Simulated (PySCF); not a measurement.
Species: cyclo-(H2SnNH)3.
Bonds: Sn1–N4, Sn1–N12, N4–Sn5, Sn5–N8, N8–Sn9, Sn9–N12. Hydrogens: H2, H3 on Sn1; H13 on N4; H6, H7 on Sn5; H14 on N8; H10, H11 on Sn9; H15 on N12.

Computed, not measured: PBE0-D3(BJ)/def2-SVP geometry optimisation, gas phase, def2 core potentials past Kr (PySCF 2.14.0).

What internal coordinates does the optimisation give?

```json
{"bond": "Sn1–H2 and 5 like bonds", "length (Å)": "1.712"}
{"bond": "Sn1–N4 and 5 like bonds", "length (Å)": "2.054"}
{"bond": "N4–H13, N8–H14, N12–H15", "length (Å)": "1.021"}
```

Bonds in one row agree within 0.01 Å and their mean is given. A selection of angles:
```json
{"angle": "H2–Sn1–H3", "degrees": "115.5"}
{"angle": "H2–Sn1–N4", "degrees": "109.1"}
{"angle": "H3–Sn1–N4", "degrees": "106.2"}
{"angle": "N4–Sn1–N12", "degrees": "110.9"}
{"angle": "Sn1–N4–Sn5", "degrees": "118.9"}
{"angle": "Sn1–N4–H13", "degrees": "111.4"}
{"angle": "Sn5–N8–Sn9", "degrees": "117.9"}
```

Dihedral angles: N12–Sn1–N4–Sn5 42° (synclinal); N4–Sn1–N12–Sn9 -42° (synclinal); Sn1–N4–Sn5–N8 -44° (synclinal); N4–Sn5–N8–Sn9 45° (synclinal); Sn5–N8–Sn9–N12 -45° (synclinal); N8–Sn9–N12–Sn1 43° (synclinal).

Sn1 (tin bonded to 2 N and 2 H) is distorted tetrahedral (angles from 106.2° to 115.5°). All 6 N–Sn bonds measure 2.053 to 2.055 Å. N4 (nitrogen bonded to 2 Sn and H) is pyramidal (angles 118.9°, 111.5° and 111.4°, sum 341.8°, 0.39 Å off the plane of its three neighbours).

Stationary, but not proved a minimum. The numbers are those of one conformer.
